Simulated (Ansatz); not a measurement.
**A rate constant, worked out**

An elementary step of BH₄ClF₂, closed shell (BH₂Cl ([BH2][Cl]) + HF + HF → BH₂F ([BH2][F]) + HCl + HF; B–Cl, H–F, H–F broken or loosened, B–F, Cl–H, H–F formed or tightened). The start structure is the complex of the reactants, bound by 0.48 eV, and the electronic barrier above it is 0.228 eV by CCSD(T) at an estimated basis limit (MP2 extrapolated from triple and quadruple zeta, plus CCSD(T) − MP2 in triple zeta). Computed with Ansatz 0.2.0 (basis: def2-TZVPP and def2-QZVPP); correlated methods freeze the cores. Extrapolation: Hartree–Fock as exp(−7.88 √X), correlation as X^−2.97. Harmonic wavenumbers at PBE0-D4/def2-TZVP (Ansatz 0.2.0), in cm⁻¹:

Start: 91, 208, 278, 307, 491, 638, 654, 825, 834, 887, 944, 1089, 1178, 1314, 2608, 2720, 2777, 3244.

Saddle: 755i, 84, 311, 448, 551, 628, 819, 845, 848, 956, 1119, 1135, 1191, 1317, 1616, 2063, 2600, 2703.

Q: Work out the transition-state-theory rate constant at 400 K from these numbers alone (harmonic vibrations; rotation, path degeneracy and anharmonicity left out), and the Wigner tunnelling factor. Use 1 cm⁻¹ = 1.2398 × 10⁻⁴ eV and k_B = 8.617 × 10⁻⁵ eV/K.

A: Zero-point energies, half the sums: start 21087/2 cm⁻¹ = 1.3072 eV; saddle, real modes only, 19234/2 cm⁻¹ = 1.1924 eV.
Barrier with zero-point energy: 0.228 + 1.1924 − 1.3072 = 0.1132 eV.
k_BT = 0.03447 eV, so the barrier is 3.28 k_BT.
Vibrational partition functions from the zero-point level, ln q = −Σ ln(1 − exp(−hν/k_BT)): start 3.396, saddle 2.467.
k = (k_BT/h) exp(ln q‡ − ln q) exp(−E0/k_BT), with log₁₀(k_BT/h in s⁻¹) = 12.92: log₁₀ k = 12.92 + (-0.929 − 3.28)/2.3026 = 11.09, so k ≈ 1 × 10^(11) s⁻¹.
Wigner factor: 1 + (hν‡/k_BT)²/24 = 1 + (2.72)²/24 = 1.31. A change of 1 kcal/mol (0.043 eV) in the barrier would change k by a factor of 3.5 at this temperature.

The T1 diagnostic stays at or below 0.011.

Labels in which every atom is bracketed show which atoms are joined, not bond orders.

For scale, one of the runs: CCSD(T)/def2-TZVPP, 191 basis functions, launched by `ansatz run in.yaml --threads 4 --pin off --events-out ev --progress --plain --max-ram 9574MiB`. The run took 49 s on 4 CPU threads of an Intel Xeon (shared host), with 2.2 GiB of host memory at its peak.
